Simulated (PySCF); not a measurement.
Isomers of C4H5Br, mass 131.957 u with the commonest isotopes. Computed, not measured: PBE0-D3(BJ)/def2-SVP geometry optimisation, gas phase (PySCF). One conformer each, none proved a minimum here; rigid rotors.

Problem. Order these by rotational constant C, largest first.
A. `C[C@H](Br)C#C`
B. `[CH2:1]=[CH:2]/[CH:3]=[CH:4]/[Br:5]` with C1–C2–C3–C4 180°
C. `BrC=C1CC1`
D. `C[C@H]1C=C1Br`
E. `BrC1=CCC1`

Solution. A (1541 MHz), E (1493 MHz), D (1406 MHz), C (1273 MHz), B (968.0 MHz).

Problem. Order these by radius of gyration √(Σ m r²/M), largest first.
A. `C[C@H]1C=C1Br`
B. `BrC=C1CC1`
C. `C#C[C@H](C)Br`
D. `[CH2:1]=[CH:2]/[CH:3]=[CH:4]/[Br:5]` with C1–C2–C3–C4 180°

Solution. D (1.989 Å), B (1.742 Å), A (1.670 Å), C (1.596 Å).

Problem. Order these by rotational constant A, smallest first.
A. `[CH2:1]=[CH:2]/[CH:3]=[CH:4]/[Br:5]` with C1–C2–C3–C4 180°
B. `C[C@H]1C=C1Br`
C. `C#C[C@H](C)Br`
D. `BrC1=CCC1`
E. `BrC=C1CC1`

Solution. C (5279 MHz), B (9000 MHz), D (12428 MHz), E (13751 MHz), A (28960 MHz).

```tsv
SMILES	point group	Ia (u·Å²)	Ib (u·Å²)	Ic (u·Å²)	κ	μa (D)	μb (D)	μc (D)
BrC=C1CC1	Cs	36.75	367.13	397.06	-0.98	1.88	0.26	0.00
C#C[C@H](C)Br	C1	95.73	248.11	328.05	-0.73	1.48	1.03	0.35
C=C/C=C/Br	Cs	17.45	504.62	522.07	-1.00	1.29	0.34	0.00
C[C@H]1C=C1Br	C1	56.15	320.65	359.33	-0.96	0.86	0.37	0.17
BrC1=CCC1	Cs	40.66	304.30	338.48	-0.97	1.60	0.10	0.00
```
